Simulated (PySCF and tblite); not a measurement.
C₅H₃NO₃, numbered as in [O:1]=[CH:2][c:3]1[n:4][c:5](=[O:6])[cH:7][cH:8][o:9]1.

Search: ETKDG, MMFF94s, GFN2-xTB, 60 starts; geometries at GFN2-xTB. Weights use PBE0-D3(BJ)/pcSseg-1 energies plus GFN2-xTB zero-point and thermal terms (modes under about 100 cm⁻¹ blended into free rotors). Symmetry numbers and mirror images are counted. Conformers within 3 kcal/mol (GFN2-xTB free energy) were kept, 10 at most. GIAO shieldings: PBE0/pcSseg-1. Shifts are against TMS (¹H), TMS (¹³C), NH3 (¹⁵N) at the same level. (PySCF 2.14, tblite 0.8.)

(1) Predict the averaged NMR shifts at 298.15 K.

(2) How do the conformers differ?

Unscaled ¹⁵N shifts at such levels can be off by tens of ppm; differences between conformers or isomers are more reliable. Shifts are unscaled: against experiment ¹³C can be off by 15 ppm or more and ¹H by 0.8 ppm.

## Answers

(1) ¹H: 9.67 (H2, 1H), 7.81 (H8, 1H), 6.41 (H7, 1H) ppm. ¹³C: 195.2 (C2), 165.8 (C5), 160.9 (C8), 159.2 (C3), 123.2 (C7) ppm. ¹⁵N: 327.5 (N4) ppm.

(2) Torsions listed: O1–C2–C3–O9.
```json
{"conformer": "1", "shape": "0°", "weight %": "99.7"}
{"conformer": "2", "shape": "180°", "weight %": "0.3"}
```

| signal | 1 | 2 | average |
| --- | --- | --- | --- |
| H2 | 9.67 | 9.86 | 9.67 |
| H7 | 6.41 | 6.35 | 6.41 |
| H8 | 7.81 | 7.83 | 7.81 |
| C2 | 195.2 | 190.6 | 195.2 |
| C3 | 159.2 | 155.7 | 159.2 |
| C5 | 165.8 | 164.2 | 165.8 |
| C7 | 123.2 | 122.3 | 123.2 |
| C8 | 160.9 | 160.8 | 160.9 |
| N4 | 327.5 | 325.2 | 327.5 |


¹⁵N shifts are against a computed isolated NH3 molecule, about 20 ppm from the liquid.

Conformer gaps in pcSseg-1 on xTB geometries can be 2 kcal/mol off for S=O, P=O and other polar bonds.